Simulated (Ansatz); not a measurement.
`F[SiH](S)[GaH2]` + H₂ → `F[SiH2][GaH2]` + H₂S at 700 K and 1 bar (hydrogenolysis of the Si–S bond).

Program: Ansatz. Geometries: PBE0-D4/def2-TZVP. ΔE: electronic, gas phase. CBS: MP2 limit from def2 TZ/QZ plus the TZ coupled-cluster correction, frozen cores. This one scheme is used for every species. For Ga outer-core shells are correlated without core-valence functions, which leaves a few kJ/mol of doubt a bond. Scalar relativity is left out up to krypton. One conformer a species, not always the lowest.

```
          species  CCSD(T)/CBS energy (Eh)  H − E (kJ/mol)  S (J/(mol·K))
`F[SiH](S)[GaH2]`              -2713.06708           167.2          477.1
               H₂                 -1.17544            46.8          155.3
  `F[SiH2][GaH2]`              -2315.24935           146.8          413.0
              H₂S               -398.97279            64.8          236.9
```

H − E and S are ideal-gas, rigid-rotor, harmonic terms from PBE0-D4/def2-TZVP, for one conformer and one mirror image of each species. For small species the MP2-based limit differs from directly extrapolated CCSD(T) by up to some mEh (0.8 for H₂); such offsets cancel only in part. 1 Eh = 2625.50 kJ/mol, R = 8.31446 J/(mol·K).

Task: By hand: ΔE, ΔH, ΔS and ΔG.

Result: ΔE = (-2315.24935) + (-398.97279) − (-2713.06708) − (-1.17544) = 0.02038 Eh = 53.5 kJ/mol. Δ(H − E) = 146.8 + 64.8 − 167.2 − 46.8 = -2.4, so ΔH = 51.1 kJ/mol. ΔS = 413.0 + 236.9 − 477.1 − 155.3 = 17.5 J/(mol·K). ΔG = 51.1 − 700 × (17.5)/1000 = 38.9 kJ/mol.

Task: By hand: the equilibrium constant, and the temperature at which ΔG would vanish if ΔH and ΔS stayed fixed.

Result: log₁₀ K = −ΔG/(RT ln 10) = -2.9. ΔG = 0 at ΔH/ΔS = 2920 K, far beyond where these terms or the molecules hold.

ΔH outweighs TΔS. A doubt of 5 kJ/mol in ΔE shifts log₁₀ K by 0.4 here. Other conformers and mirror images would add mixing entropy, several J/(mol·K) or more a flexible species. These are equilibria of isolated gas molecules and say nothing of rates. Largest T1 diagnostic: 0.013 (customary marks: 0.02 for closed shells, 0.045 for open ones).
